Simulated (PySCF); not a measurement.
Computed with PBE-D3(BJ)/def2-TZVP // BP86-D3(BJ)/def2-SVP run with PySCF. All species are isolated molecules in the gas phase. 

Reference species: [Zr(F)3(H)] (neutral, multiplicity 1).

```yaml
LUMO: -2.82 eV
HOMO: -7.66 eV
```

Changed species: [Zr(F)4] (0 of 4 F replaced by H; the reference has 1 of 4 F replaced by H).

### Question
Predict the effect on the LUMO and HOMO.

### Answer
the LUMO goes up by 0.47 eV, to -2.35 eV; the HOMO falls by 2.48 eV, to -10.14 eV.
